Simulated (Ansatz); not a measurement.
CH4BNSi (`B[SiH2]C#N`). Total charge 0; spin multiplicity 1. The structure was optimised at the PBE0-D4/def2-TZVP level.

```xyz
8

B    -0.054    0.171    1.506
Si    0.407   -0.373   -0.371
C    -0.682    0.436   -1.632
N    -1.373    0.953   -2.395
H    -0.934    0.932    1.763
H     0.588   -0.294    2.401
H     0.247   -1.838   -0.559
H     1.801    0.014   -0.714
```

(1) What is the dipole moment at B3LYP/def2-TZVPP? (An estimate is asked.)

(2) And with PBE, r2SCAN, ωB97M-V? (Estimate.)

(3) Give the Mulliken charges with B3LYP, r2SCAN, PBE in def2-TZVPP. (Best estimate.)

Results:

(1) Computed: 3.82 D, with components (1.96, -1.40, 2.96) D in this frame, pointing from negative to positive charge.

(2) The calculation gave: PBE 3.73 D, r2SCAN 3.80 D, ωB97M-V 3.80 D.

(3) Ansatz gave: 
| atom | B3LYP | r2SCAN | PBE |
| --- | --- | --- | --- |
| B1 | -0.05 | -0.02 | -0.02 |
| Si2 | 0.23 | 0.31 | 0.18 |
| C3 | -0.25 | -0.21 | -0.25 |
| N4 | 0.00 | -0.07 | 0.04 |
| H5 | 0.08 | 0.05 | 0.06 |
| H6 | 0.06 | 0.03 | 0.05 |
| H7 | -0.04 | -0.04 | -0.03 |
| H8 | -0.04 | -0.04 | -0.03 |

B3LYP here is the variant with VWN-RPA as its local correlation; programs differ in this.
